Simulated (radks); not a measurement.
Problem. The germanium ion Ge4+, 28 electrons, occupied as [Ne] 3s2 3p5 3d10 4s1 (not the ground configuration). All-electron calculation, Dirac Kohn-Sham, exchange-only LDA, spin-unpolarised, spherical densities, finite nucleus; open shells fill j = l - 1/2 first; Fermi nuclear charge, rms radius 4.0742 fm. Program: a radial shooting solver on a logarithmic mesh with Libxc functionals. Some entries of the table are withheld. Estimate them.

| orbital | occ. | eigenvalue (eV) | r(max) (bohr) |
|---|---|---|---|
| 1s1/2 | 2 | -11002.80 | 0.03077 |
| 2s1/2 | 2 | (1) | 0.1764 |
| 2p1/2 | 2 | -1280.841 | 0.1391 |
| 2p3/2 | 4 | -1248.976 | 0.1421 |
| 3s1/2 | 2 | -226.4335 | 0.5414 |
| 3p1/2 | 2 | (2) | 0.5350 |
| 3p3/2 | 3 | (3) | 0.5433 |
| 3d3/2 | 4 | (4) | 0.4930 |
| 3d5/2 | 6 | (5) | 0.4957 |
| 4s1/2 | 1 | -54.8017 | 1.534 |
| 4p1/2 | 0 | -43.3122 | 1.703 |
| 4p3/2 | 0 | -42.7939 | 1.725 |
| 5s1/2 | 0 | (6) | 3.465 |

Solution. 
(1) 2s1/2 eigenvalue (eV): -1430.248
(2) 3p1/2 eigenvalue (eV): -176.8212
(3) 3p3/2 eigenvalue (eV): -172.4226
(4) 3d3/2 eigenvalue (eV): -87.3717
(5) 3d5/2 eigenvalue (eV): -86.7356
(6) 5s1/2 eigenvalue (eV): -23.5808
